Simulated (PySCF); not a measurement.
A calculated (MN15, PySCF 2.14, pcseg-2, no relativity, point nucleus) atom or ion has these occupied shells.

```tsv
shell	electrons	orbital energy (eV)	rms radius, mean of both spins (bohr)
1s α	1	-2761.9	0.106
1s β	1	-2761.3	0.106
2s α	1	-279.15	0.492
2s β	1	-278.47	0.492
2p α	3	-225.20	0.453
2p β	3	-224.63	0.453
3s α	1	-48.927	1.57
3s β	1	-44.077	1.57
3p α	3	-35.651	1.70
```

Task: Name the element and its charge.

Result: Cl²⁺ (chlorine, charge +2), in [Ne] 3s2 3p3, high-spin 4S determinant.
